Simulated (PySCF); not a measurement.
Excitation energy of Os²⁺ by level of theory

Os²⁺ [Xe] 4f14 5d6 (5D) → Os²⁺ [Xe] 4f14 5d5 6p1 (7P), as a difference of total energies. Calculation: PySCF 2.14, in x2c-TZVPPall with one added diffuse shell each of s, p, d, f type (12s8p8d4f1g, 113 functions); the spin-free X2C one-electron Hamiltonian (Gaussian nucleus). Correlated levels: valence: [Xe] 4f14 frozen. The calculations carry no spin-orbit coupling.

```
           method  excitation energy (cm⁻¹)
              UHF                     54936
    MP2 (valence)                     60806
SCS-MP2 (valence)                     64757
   CCSD (valence)                     61065
CCSD(T) (valence)                     61418
```

A first-order spin-orbit estimate (lowest level to lowest level, LS coupling) adds -0.065 eV.
